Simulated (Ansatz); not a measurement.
Geometry optimisation, Ansatz, DFT PBE-D3(BJ), scalar-relativistic, plane waves, PAW.

Input file:

```yaml
accuracy: low
crystal:
  lattice:
    - [8.995883, 0.0, 0.0]
    - [0.0, 8.995883, 0.0]
    - [0.0, 0.0, 8.995883]
  atoms:
    - { symbol: C, position: [0.1604827, 0.2498049, 0.9020708] }
    - { symbol: F, position: [0.2429922, 0.351766, 0.8340315] }
    - { symbol: F, position: [0.2334805, 0.1977239, 1.0195107] }
    - { symbol: F, position: [0.0333165, 0.3107673, 0.9461793] }
    - { symbol: F, position: [0.1321416, 0.1389623, 0.8085618] }
    - { symbol: C, position: [0.5732093, 0.6916225, 0.6397155] }
    - { symbol: F, position: [0.5984303, 0.8023847, 0.5452228] }
    - { symbol: F, position: [0.6199736, 0.7302215, 0.7744614] }
    - { symbol: F, position: [0.4283657, 0.6627591, 0.6442415] }
    - { symbol: F, position: [0.6460675, 0.5711247, 0.5949363] }
    - { symbol: C, position: [0.7348491, 0.9329578, 0.1889102] }
    - { symbol: F, position: [0.6911029, 1.0174608, 0.3019534] }
    - { symbol: F, position: [0.8737643, 0.8881108, 0.2118127] }
    - { symbol: F, position: [0.6462084, 0.81522, 0.1782396] }
    - { symbol: F, position: [0.7283207, 1.0110397, 0.0636352] }
    - { symbol: C, position: [0.9781228, 0.7016319, 0.5334579] }
    - { symbol: F, position: [0.8822503, 0.8140639, 0.5343229] }
    - { symbol: F, position: [1.0831593, 0.7256902, 0.6345606] }
    - { symbol: F, position: [0.9070397, 0.5760438, 0.5652079] }
    - { symbol: F, position: [1.0400418, 0.6907297, 0.3997403] }
    - { symbol: C, position: [0.2684963, 0.9247662, 0.3816115] }
    - { symbol: F, position: [0.3678423, 0.9128226, 0.2728873] }
    - { symbol: F, position: [0.2586353, 0.7961435, 0.4536683] }
    - { symbol: F, position: [0.3107604, 1.030722, 0.4755282] }
    - { symbol: F, position: [0.1367471, 0.9593768, 0.3243621] }
    - { symbol: C, position: [0.5461934, 0.4124021, 0.3476401] }
    - { symbol: F, position: [0.4361321, 0.4453495, 0.4405606] }
    - { symbol: F, position: [0.4899477, 0.3693134, 0.2179751] }
    - { symbol: F, position: [0.6309194, 0.5317473, 0.327356] }
    - { symbol: F, position: [0.6277742, 0.303198, 0.4046688] }
    - { symbol: C, position: [0.6307435, 0.2748689, 0.9117348] }
    - { symbol: F, position: [0.7189186, 0.3772914, 0.9714676] }
    - { symbol: F, position: [0.5625695, 0.1998184, 1.0192195] }
    - { symbol: F, position: [0.5299454, 0.3405977, 0.825987] }
    - { symbol: F, position: [0.7115406, 0.1817681, 0.8302651] }
    - { symbol: C, position: [0.0790118, 0.2929575, 0.3784899] }
    - { symbol: F, position: [0.0113864, 0.3821722, 0.2820494] }
    - { symbol: F, position: [0.2113172, 0.2542003, 0.3253258] }
    - { symbol: F, position: [0.0963777, 0.3635843, 0.5071114] }
    - { symbol: F, position: [-0.0030339, 0.1718731, 0.3994729] }
basis:
  ecutwfc: 420.0
kpoints:
  mp_grid: { grid: [1, 1, 1] }
hamiltonian:
  xc: pbe
  dispersion: d3bj
scf:
  occupations: { method: fermi_dirac, width: 0.05 }
  lower_state_search: "off"
relax:
  f_tol: 0.3
  max_steps: 15
  adjacent_minimum: "off"
```

Run as:

```bash
$ ansatz run input.yaml --threads 2 --pin off --max-ram 5120MiB --backend cpu --events-out ev --progress --plain --runs-dir out
```

Q: Where does it end, and by what steps?

A: The run converged. The threshold is loose, so the end isn't yet a minimum. The force dipped under the threshold on the way, but the program's further checks kept it going. Limits of this set-up: coarse k mesh, low accuracy level. After 8 steps the energy has fallen by 1.558 eV; F23 moved furthest, 1.22 Å.

| step | energy less start (eV) | largest force component (eV/Å) | accepted |
| --- | --- | --- | --- |
| 0 | 0.0000 | 1.154 | yes |
| 1 | -0.6960 | 0.403 | yes |
| 2 | -1.0042 | 0.176 | yes |
| 3 | -1.1811 | 0.240 | yes |
| 4 | -1.3130 | 0.342 | yes |
| 5 | -1.4251 | 0.345 | yes |
| 6 | -1.5032 | 0.289 | yes |
| 7 | -1.5032 | 0.289 | yes |
| 8 | -1.5577 | 0.248 | yes |

```xyz
40
Lattice="8.9959 0.0000 0.0000 0.0000 8.9959 0.0000 0.0000 0.0000 8.9959" Properties=species:S:1:pos:R:3
C 1.214 2.128 7.950
F 1.799 3.208 7.422
F 2.058 1.525 8.794
F 0.113 2.503 8.614
F 0.883 1.277 6.972
C 4.976 6.617 6.425
F 5.089 7.714 5.664
F 5.591 6.821 7.596
F 3.685 6.356 6.643
F 5.544 5.578 5.799
C 6.937 8.066 1.534
F 6.563 8.938 2.473
F 8.041 7.421 1.930
F 5.956 7.180 1.333
F 7.196 8.723 0.395
C 8.953 6.449 5.361
F 8.034 7.415 5.244
F 10.013 6.924 6.027
F 8.436 5.411 6.033
F 9.329 6.048 4.144
C 2.854 8.376 3.036
F 3.557 8.864 2.005
F 3.262 7.125 3.303
F 3.041 9.152 4.109
F 1.554 8.360 2.726
C 4.786 3.652 3.117
F 3.784 4.054 3.905
F 4.290 3.230 1.950
F 5.622 4.671 2.901
F 5.445 2.651 3.709
C 5.634 2.371 7.729
F 6.236 3.317 8.457
F 5.007 1.513 8.541
F 4.741 2.940 6.913
F 6.545 1.714 7.004
C 0.368 2.653 3.385
F -0.434 3.532 2.773
F 1.396 2.359 2.578
F 0.836 3.178 4.521
F -0.319 1.542 3.663
```

The run took 61 s on 2 threads of Arm Neoverse N1 (shared host), peak memory 0.68 GiB.
